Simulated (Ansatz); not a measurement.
Isolated molecules relaxed with PBE0-D4/def2-TZVP in Ansatz; ΔE leaves out vibrations. CCSD(T)/CBS is the MP2 limit (def2-TZVPP, def2-QZVPP) plus CCSD(T) − MP2 in def2-TZVPP, frozen cores. This one scheme is used for every species. Functionals use def2-TZVPP. One conformer a species, not always the lowest.

Reaction (cleavage of the Si–Si bond): `O[SiH2][SiH2]Cl` + `NBO` → `NBO[SiH2]Cl` + `O[SiH3]`

```json
{"level": "LDA (SPW92)", "ΔE (eV)": "-0.91"}
{"level": "revPBE", "ΔE (eV)": "-0.87"}
{"level": "PBE0", "ΔE (eV)": "-0.97"}
{"level": "RPA@PBE/def2-TZVPP", "ΔE (eV)": "-1.20"}
{"level": "CCSD(T)/def2-SVP", "ΔE (eV)": "-1.12"}
{"level": "SCS-MP2/def2-TZVPP", "ΔE (eV)": "-1.29"}
{"level": "HF/def2-QZVPP", "ΔE (eV)": "-1.44"}
{"level": "SCS-MP2/def2-QZVPP", "ΔE (eV)": "-1.28"}
```

Q: What does CCSD(T)/CBS give? (Best estimate.)

A: The calculation gave: -1.16 eV. The listed levels differ from it by 0.25, 0.29, 0.19, -0.04, 0.04, -0.13, -0.28, -0.12 eV.

Largest T1 diagnostic among the species: 0.012.

From r2SCAN to r2SCAN0 (25 % exact exchange), in def2-TZVPP and without D4, ΔE moves by −0.04 eV. In def2-TZVPP, CCSD(T) changes the Hartree–Fock value by +0.23 eV (the triples alone add +0.03 eV) and MP2 by +0.16 eV.
